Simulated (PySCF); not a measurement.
Job for PySCF: R-HF/3-21G on HF (SMILES F).

```python
from pyscf import gto, scf, dft, mp
from pyscf.data.elements import chemcore

mol = gto.M(
    atom='''
    F     0.35562060   -0.06591270    2.41515357
    H     1.03050002   -0.70268428    2.41247100
    ''',
    basis='3-21g',
    charge=0, spin=0, verbose=3, max_memory=1800)
mf = scf.RHF(mol)
mf.conv_tol = 1e-8
mf.max_cycle = 100
mf.kernel()
if not mf.converged:
    mf = mf.newton().run(mf.mo_coeff, mf.mo_occ)
```

Program output:

```
converged SCF energy = -99.4601190116154
```

Self-consistency was reached.

Cost: around 0.08 core-seconds (rough).
